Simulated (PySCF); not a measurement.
# A ladder of Hamiltonians for In³⁹⁺ (indium, charge +39)

Occupied: 1s1/2, 2s1/2, 2p1/2, 2p3/2. Hartree-Fock calculated with PySCF 2.14 in an uncontracted even-tempered set (17 s from 5.9 bohr⁻², ratio 2.7; 12 p from 7.1 bohr⁻², ratio 2.7), Gaussian nucleus throughout. NR is non-relativistic, sf-X2C the spin-free one-electron X2C Hamiltonian, X2C adds the bare one-electron spin-orbit term, X2C-SNSO screens it by Boettger's factors, DC is four-component Dirac-Coulomb, and the Gaunt and Breit terms are added at first order (total energies over the DC spinors, levels after relaxing the spinors in that mean field). QED terms are absent. Levels marked empty are virtual spinors of this ion.

```tsv
Hamiltonian	E (hartree)
NR	-4387.6407
sf-X2C	-4512.7180
X2C	-4513.8949
X2C-SNSO	-4513.7980
DC	-4515.0639
DC+Gaunt	-4511.3387
DC+Breit	-4511.6639
```

```csv
level (eV),NR,sf-X2C,X2C,X2C-SNSO,DC,DC+Gaunt,DC+Breit
1s1/2,-29606.0,-30571.0,-30569.2,-30569.4,-30592.6,-30530.9,-30534.9
2s1/2,-6351.6,-6615.2,-6614.8,-6614.8,-6617.6,-6611.5,-6611.9
2p1/2,-6106.5,-6195.2,-6354.5,-6347.6,-6348.8,-6338.0,-6339.2
2p3/2,-6106.5,-6195.2,-6123.0,-6125.9,-6127.9,-6120.2,-6121.4
3s1/2 (empty),-2545.7,-2626.3,-2626.2,-2626.2,-2626.8,-2625.2,-2625.4
3p1/2 (empty),-2467.1,-2502.0,-2542.2,-2540.4,-2540.8,-2538.0,-2538.4
3p3/2 (empty),-2467.1,-2502.0,-2483.7,-2484.4,-2484.8,-2482.9,-2483.3
```

**Question.** How large are the two-electron picture-change error of X2C and the Breit correction in the total energy?

**Answer.** X2C-1e lies 1.1690 hartree above Dirac-Coulomb; Gaunt adds 3.7252 and the full Breit term 3.3999 hartree.

| interval (eV) | X2C | X2C-SNSO | DC | DC+Gaunt | DC+Breit |
| --- | --- | --- | --- | --- | --- |
| 2p3/2 − 2p1/2 | 231.5 | 221.7 | 220.9 | 217.8 | 217.8 |
| 3p3/2 − 3p1/2 | 58.54 | 56.06 | 55.97 | 55.12 | 55.12 |

Weight of the small component: 1s1/2 0.0324, 2s1/2 0.00712, 2p1/2 0.00705, 2p3/2 0.00677, 3s1/2 0.00271, 3p1/2 0.00266, 3p3/2 0.00260.

Koopmans' value for the highest occupied level at DC+Breit: 6121.4 eV, against an ionisation energy of 6126 ± 3 eV (semi-empirical (NIST evaluation); NIST Atomic Spectra Database, ionization energies); the former lacks relaxation, correlation, QED and recoil.

The whole ladder took 44 s of wall time on 1 thread of Intel(R) Xeon(R) 6975P-C (shared host), launched as `OMP_NUM_THREADS=1 python relrun2.py TASK.json OUT` (a driver that calls PySCF for each Hamiltonian).

Dirac-Coulomb iterations, started from the X2C spinors:

```
with_ssss True, with_gaunt False, with_breit False
light speed = 137.03599967994
init E= -4502.41359877051
cycle= 1 E= -4515.06355795573  delta_E= -12.6  |g|= 0.945  |ddm|= 0.065
cycle= 2 E= -4515.06386667834  delta_E= -0.000309  |g|= 0.0131  |ddm|= 0.00279
cycle= 3 E= -4515.06386714854  delta_E= -4.7e-07  |g|= 0.00053  |ddm|= 0.000151
cycle= 4 E= -4515.06386714935  delta_E= -8.08e-10  |g|= 2.39e-06  |ddm|= 5.38e-06
```
